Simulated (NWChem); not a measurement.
System: ZnH$_{2}$O; SMILES [OH][ZnH]

Parts of the log:

```
             Northwest Computational Chemistry Package (NWChem) 7.3.0
             --------------------------------------------------------

                             Geometry "geometry" -> ""
                             -------------------------

 Output coordinates in angstroms (scale by  1.889725989 to convert to a.u.)

  No.       Tag          Charge          X              Y              Z
 ---- ---------------- ---------- -------------- -------------- --------------
    1 Zn                  30.0000    -0.23121700     0.26950200     0.00000000
    2 H                    1.0000    -0.35247900     1.78454300     0.00000000
    3 O                    8.0000    -0.23495500    -1.51351100     0.00000000
    4 H                    1.0000     0.65702900    -1.90515200     0.00000000

 Effective nuclear repulsion energy (a.u.)      94.1990067481

                              NWChem Property Module
                              ----------------------

                                 NWChem DFT Module
                                 -----------------

 Summary of "ao basis" -> "ao basis" (spherical)
 ------------------------------------------------------------------------------
       Tag                 Description            Shells   Functions and Types
 ---------------- ------------------------------  ------  ---------------------
 Zn                          6-31g*                 12       34   5s4p2d1f
 H                           6-31g*                  2        2   2s
 O                           6-31g*                  6       14   3s2p1d

            General Information
            -------------------
          SCF calculation type: DFT
          Wavefunction type:  closed shell.
          No. of atoms     :     4
          No. of electrons :    40
           Alpha electrons :    20
            Beta electrons :    20
          Charge           :     0
          Spin multiplicity:     1
          Use of symmetry is: off; symmetry adaption is: off
          Maximum number of iterations: 150
          AO basis - number of functions:    52
                     number of shells:    22
          Convergence on energy requested:  1.00D-06
          Convergence on density requested:  1.00D-05
          Convergence on gradient requested:  5.00D-04

              XC Information
              --------------
                         B3LYP Method XC Potential
                     Hartree-Fock (Exact) Exchange  0.200
                        Slater Exchange Functional  0.800 local
                    Becke 1988 Exchange Functional  0.720 non-local
              Lee-Yang-Parr Correlation Functional  0.810
                  VWN I RPA Correlation Functional  0.190 local

             Grid Information
             ----------------
          Grid used for XC integration:  medium
          Radial quadrature: Mura-Knowles
          Angular quadrature: Lebedev.
          Tag              B.-S. Rad. Rad. Pts. Rad. Cut. Ang. Pts.
          ---              ---------- --------- --------- ---------
          Zn                  1.35      112           8.0       590
          H                   0.35       45          10.0       434
          O                   0.60       49           9.0       434
          Grid pruning is: on
          Number of quadrature shells:   251
          Spatial weights used:  Erf1

      Superposition of Atomic Density Guess
      -------------------------------------

 Sum of atomic energies:       -1853.23190502

      Non-variational initial energy
      ------------------------------

 Total energy =   -1853.450428
 1-e energy   =   -2776.296693
 2-e energy   =     828.647258
 HOMO         =      -0.409876
 LUMO         =      -0.003828

   convergence    iter        energy       DeltaE   RMS-Dens  Diis-err
 ---------------- ----- ----------------- --------- --------- ---------
 d= 0,ls=0.0,diis     1  -1855.4296188392 -1.95D+03  3.28D-02  7.24D-01
 d= 0,ls=0.0,diis     2  -1854.8720034322  5.58D-01  2.27D-02  5.80D+00
 d= 0,ls=0.0,diis     3  -1855.5273343623 -6.55D-01  1.93D-03  1.41D-02
 d= 0,ls=0.0,diis     4  -1855.5278721088 -5.38D-04  8.10D-04  1.24D-02
 d= 0,ls=0.0,diis     5  -1855.5285143457 -6.42D-04  1.43D-04  6.91D-04
  Resetting Diis
 d= 0,ls=0.0,diis     6  -1855.5285520950 -3.77D-05  4.35D-05  1.73D-05
 d= 0,ls=0.0,diis     7  -1855.5285533276 -1.23D-06  9.94D-06  3.22D-07
 d= 0,ls=0.0,diis     8  -1855.5285533207  6.94D-09  6.13D-06  4.70D-07

         Total DFT energy =    -1855.528553320703
      One electron energy =    -2775.165580524488
           Coulomb energy =      906.008426707914
    Exchange-Corr. energy =      -80.570406252249
 Nuclear repulsion energy =       94.199006748120

 Numeric. integr. density =       39.999993010617

                       DFT Final Molecular Orbital Analysis
                       ------------------------------------

 Vector   18  Occ=2.000000D+00  E=-3.323828D-01
              MO Center= -2.2D-01,  8.3D-01,  1.0D-09, r^2= 2.2D+00
   Bfn.  Coefficient  Atom+Function         Bfn.  Coefficient  Atom+Function
  ----- ------------  ---------------      ----- ------------  ---------------
    10      0.472129  1 Zn s                 35     -0.238373  2 H  s
    36     -0.216052  2 H  s                  6     -0.191856  1 Zn s
    22     -0.184956  1 Zn d  2              14     -0.146287  1 Zn s
    39     -0.143467  3 O  px                42      0.135225  3 O  s
    12     -0.129323  1 Zn py                20     -0.113838  1 Zn d  0

 Vector   19  Occ=2.000000D+00  E=-2.960119D-01
              MO Center= -2.8D-01, -8.4D-01, -5.6D-11, r^2= 2.4D+00
   Bfn.  Coefficient  Atom+Function         Bfn.  Coefficient  Atom+Function
  ----- ------------  ---------------      ----- ------------  ---------------
    40      0.452092  3 O  py                44      0.318847  3 O  py
    39      0.291890  3 O  px                12     -0.218262  1 Zn py
    43      0.217583  3 O  px                36     -0.207866  2 H  s
    35     -0.167271  2 H  s                 42     -0.160295  3 O  s
     8      0.101798  1 Zn py                10     -0.086331  1 Zn s

 Vector   20  Occ=2.000000D+00  E=-2.742862D-01
              MO Center= -2.2D-01, -1.4D+00,  2.8D-10, r^2= 9.9D-01
   Bfn.  Coefficient  Atom+Function         Bfn.  Coefficient  Atom+Function
  ----- ------------  ---------------      ----- ------------  ---------------
    41      0.607344  3 O  pz                45      0.464611  3 O  pz
    19      0.156502  1 Zn d -1              13      0.116022  1 Zn pz
    17      0.085739  1 Zn pz                24      0.076399  1 Zn d -1
     9     -0.042483  1 Zn pz

 Vector   21  Occ=0.000000D+00  E=-2.156128D-02
              MO Center=  6.3D-01,  9.6D-02, -3.5D-08, r^2= 4.6D+00
   Bfn.  Coefficient  Atom+Function         Bfn.  Coefficient  Atom+Function
  ----- ------------  ---------------      ----- ------------  ---------------
    14      0.596450  1 Zn s                 15      0.592312  1 Zn px
    36     -0.284730  2 H  s                 11      0.273359  1 Zn px
    16     -0.262515  1 Zn py                42     -0.215764  3 O  s
    39     -0.164429  3 O  px                43     -0.151283  3 O  px
    40     -0.132999  3 O  py                22     -0.111209  1 Zn d  2

 Vector   22  Occ=0.000000D+00  E=-5.495208D-03
              MO Center= -2.3D-01,  2.5D-01,  1.2D-07, r^2= 5.4D+00
   Bfn.  Coefficient  Atom+Function         Bfn.  Coefficient  Atom+Function
  ----- ------------  ---------------      ----- ------------  ---------------
    17      0.736804  1 Zn pz                13      0.353159  1 Zn pz
    45     -0.222702  3 O  pz                41     -0.205215  3 O  pz
     9     -0.103432  1 Zn pz                 5      0.045582  1 Zn pz
    19     -0.040199  1 Zn d -1

 Vector   23  Occ=0.000000D+00  E=-1.828395D-03
              MO Center= -9.9D-01, -8.8D-02, -7.8D-08, r^2= 4.5D+00
   Bfn.  Coefficient  Atom+Function         Bfn.  Coefficient  Atom+Function
  ----- ------------  ---------------      ----- ------------  ---------------
    14      0.673096  1 Zn s                 42     -0.464237  3 O  s
    15     -0.430925  1 Zn px                36     -0.428049  2 H  s
    16     -0.331698  1 Zn py                11     -0.268455  1 Zn px
    52      0.225056  4 H  s                 10     -0.169885  1 Zn s
    22     -0.140386  1 Zn d  2              38     -0.125375  3 O  s

     Multipole analysis of the density
     ---------------------------------

     L   x y z        total         alpha         beta         nuclear
     -   - - -        -----         -----         ----         -------
     0   0 0 0     -0.000000    -20.000000    -20.000000     40.000000

     1   1 0 0      0.590298      8.337445      8.337445    -16.084592
     1   0 1 0      0.203168      4.016753      4.016753     -7.830339
     1   0 0 1     -0.000000     -0.000000     -0.000000      0.000000

     2   2 0 0    -13.843561    -11.566661    -11.566661      9.289761
     2   1 1 0     -2.292326      0.470282      0.470282     -3.232890
     2   1 0 1      0.000000      0.000000      0.000000      0.000000
     2   0 2 0    -18.863968    -58.210691    -58.210691     97.557413
     2   0 1 1     -0.000000     -0.000000     -0.000000      0.000000
     2   0 0 2    -15.026435     -7.513217     -7.513217      0.000000

 *** CALLING NEW AORESP DRIVER FOR CLOSED AND OPEN SHELLS ***
 Entering AOResponse driver routine

--------------------------------------------------------------------------------

          -----------------------------------------------
          Solving response equations for perturbing field
          -----------------------------------------------

 number of frequencies:     1
 frequency in a.u.:  0.7730000E-01
 Perturbing field: electric
 Using El. Dipole Length Gauge

 Setting up CPKS with frequency omega =      0.07730000 a.u.

                            NWChem Dynamic CPHF Module
                            --------------------------

    scftype = RHF
    nclosed =   20
      nopen =    0
  variables =     1280
  num. vecs =        3
  tolerance =   1.0D-04
  max. iter =   50

 SCF residual:    2.7485387919685679E-004

Iterative solution of linear equations
  No. of variables     1280
  No. of equations        3
  Maximum subspace       30
       Convergence  1.0D-04

   iter   nsub   residual    time
   ----  ------  --------  ---------
     1      3    4.73D+00      14.9
     2      6    4.22D+00      19.4
     3      9    4.10D-01      23.6
     4     12    1.38D-01      29.5
     5     15    2.95D-02      33.9
     6     18    1.98D-03      38.0
     7     21    1.22D-04      42.2
     8     24    4.11D-05      46.3

 Electric Dipole Response Matrix (nonzero elements):

              1        2        3
    1   22.7401  -1.5322  -0.0000
    2   -1.5323  35.8149   0.0000
    3   -0.0000   0.0000  21.8634

 ------------------------------------------
 average:        26.80613 + I       0.00000

 DFT Linear Response polarizability / au
 Frequency  =       0.0773000 / au
 Wavelength =     589.4353558 / nm
              X              Y              Z
 -----------------------------------------------
 X      22.7400552     -1.5322383     -0.0000000
 Y      -1.5322540     35.8149449      0.0000001
 Z      -0.0000000      0.0000001     21.8633768
 -----------------------------------------------
 Eigenvalues =      22.5628936     35.9921065     21.8633768
 Isotropic   =      26.8061256
 Anisotropic =      13.7922820
 -----------------------------------------------

 Magnetic Dipole Response Matrix (nonzero elements):

 Exiting AOResponse driver routine
```

Level: B3LYP/6-31G* (spherical d). Coordinates come from a PBE-D3(BJ)/def2-SVP optimisation. B3LYP is NWChem's, with the RPA form of VWN correlation.

Reconstruct the input file.

Several could match; the one computed here: the input that was run:
```
start job
memory heap 200 mb stack 900 mb global 1100 mb
geometry units angstroms noautosym nocenter noautoz
  Zn    -0.231217     0.269502     0.000000
  H     -0.352479     1.784543     0.000000
  O     -0.234955    -1.513511     0.000000
  H      0.657029    -1.905152     0.000000
end
basis spherical
  * library 6-31g*
end
dft
  xc b3lyp
  iterations 150
end
property
  response 1 0.0773
end
task dft property
```
